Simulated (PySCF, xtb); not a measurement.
Si(F)(Cl)(Br)(OH) (BrClFHOSi), SMILES O[Si](F)(Cl)Br. Other conformers were not sampled.

Harmonic wavenumbers (cm⁻¹) from GFN2-xTB in xtb at its own minimum, in rising order: 116, 157, 202, 213, 225, 265, 426, 580, 755, 841, 967, 3637.

Task: What does PySCF with B3LYP-D3(BJ)/def2-SVP give at its own minimum? (The exact figures need the calculation; the answer reports its results.)

Result: 128, 156, 222, 255, 262, 300, 442, 593, 785, 896, 988, 3868. Paired by order, the mean absolute difference is 43 cm⁻¹ and the zero-point energies are 12.0 and 12.7 kcal/mol.
